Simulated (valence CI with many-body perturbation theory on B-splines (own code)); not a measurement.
**Level structure of Pr53+**

Computed by valence CI with perturbative core correlation (CI+MBPT): four valence electrons over a frozen Dirac-Fock core [He], radial functions for each j: 11 s, 11 p, 10 d, 8 f, 5 g, 2 h, with the one-electron correlation potential Σ1 (screened to all orders), the two-electron term Σ2, the three-electron term Σ3, Breit, model QED; selected single and double excitations, second order for the rest, scaled by the run's own slope (own B-spline code, finite nucleus).

The last digits are not significant, and no measured levels were compared; by estimate large intervals hold to a few tenths of a per cent, small ones and those within an open d or f shell to about a per cent. Among the levels kept, up to 850 cm⁻¹ of a level comes from second order outside the variational space, and about a tenth of that is noise between levels of different J, which matters for small intervals.

Levels 181 to 208 of 208, with energies above the lowest level, (2s^2 2p1/2^2) J=0. "Leading %" is the weight of the configuration and term that name the level; weights of strongly mixed levels are sums over their largest components and can fall short. In the jj column 3d3/2^4 stands for four electrons in 3d with j = 3/2. Lifetimes count E1, E2, E3, M1 and M2 decay at the calculated energies, and are blank where another channel may lead or the interval is too uncertain; long ones can be off by a factor of two.

```
No.  Configuration  Term  J  E (eV)  Leading %  Lifetime      g                  Leading jj
181        2s2p²3d    ³P  0  7759.2         73   1.20 fs            2s 2p3/2^2 3d3/2 (89 %)
182        2s2p²3d    ³F  4  7775.0         65    134 fs  1.182     2s 2p3/2^2 3d5/2 (97 %)
183        2s2p²3d    ³D  3  7777.4         77   44.4 fs  1.283     2s 2p3/2^2 3d5/2 (98 %)
184          2p³3p    ³P  0  7777.9         64   4.41 fs         2p1/2 2p3/2^2 3p1/2 (97 %)
185        2s2p²3d    ³D  3  7782.8         47   1.37 fs  1.226     2s 2p3/2^2 3d5/2 (97 %)
186        2s2p²3d    ¹D  2  7789.6         51   10.2 fs  1.066     2s 2p3/2^2 3d5/2 (95 %)
187        2s2p²3d    ³P  1  7792.5         39   1.39 fs  1.190     2s 2p3/2^2 3d5/2 (94 %)
188        2s2p²3d    ¹D  2  7805.3         40    899 as  1.126     2s 2p3/2^2 3d5/2 (93 %)
189          2p³3p    ⁵P  3  7829.1         54   6.14 fs  1.384  2p1/2 2p3/2^2 3p3/2 (99 %)
190          2p³3p    ³P  2  7831.3         38   5.43 fs  1.417  2p1/2 2p3/2^2 3p3/2 (98 %)
191          2p³3p    ³P  0  7832.1         99   5.38 fs         2p1/2 2p3/2^2 3p3/2 (97 %)
192          2p³3p    ¹P  1  7845.6         47   5.42 fs  0.989  2p1/2 2p3/2^2 3p3/2 (98 %)
193          2p³3p    ³D  3  7850.6         68   6.14 fs  1.211  2p1/2 2p3/2^2 3p3/2 (99 %)
194          2p³3p    ³F  4  7851.5         98   6.41 fs  1.231  2p1/2 2p3/2^2 3p3/2 (98 %)
195          2p³3p    ³P  1  7874.2         76   5.75 fs  1.440  2p1/2 2p3/2^2 3p3/2 (99 %)
196          2p³3p    ¹D  2  7886.1         51   6.06 fs  1.148  2p1/2 2p3/2^2 3p3/2 (99 %)
197          2p³3d   ⁵D°  1  7892.3         45   12.4 fs  1.018  2p1/2 2p3/2^2 3d3/2 (99 %)
198          2p³3d   ³F°  2  7893.8         40   14.8 fs  1.072  2p1/2 2p3/2^2 3d3/2 (98 %)
199          2p³3d   ⁵D°  0  7894.7         53   8.13 fs         2p1/2 2p3/2^2 3d3/2 (98 %)
200          2p³3d   ³G°  3  7899.6         39   7.93 fs  1.086  2p1/2 2p3/2^2 3d3/2 (98 %)
201          2p³3p    ³P  1  7901.9         50   5.73 fs  1.489  2p1/2 2p3/2^2 3p3/2 (99 %)
202          2p³3p    ³D  2  7904.8         46   5.71 fs  1.144  2p1/2 2p3/2^2 3p3/2 (98 %)
203          2p³3d   ³G°  4  7913.2         53    250 fs  1.039  2p1/2 2p3/2^2 3d3/2 (99 %)
204          2p³3d   ³F°  3  7926.5         41   1.58 fs  1.146  2p1/2 2p3/2^2 3d3/2 (97 %)
205          2p³3d   ³P°  2  7927.6         37   1.60 fs  1.221  2p1/2 2p3/2^2 3d3/2 (94 %)
206          2p³3d   ⁵D°  4  7930.0         54    238 fs  1.284  2p1/2 2p3/2^2 3d5/2 (99 %)
207          2p³3d   ³D°  3  7932.0         53   38.1 fs  1.303  2p1/2 2p3/2^2 3d5/2 (99 %)
208          2p³3d   ³S°  1  7932.6         29   1.56 fs  1.296  2p1/2 2p3/2^2 3d3/2 (87 %)
```
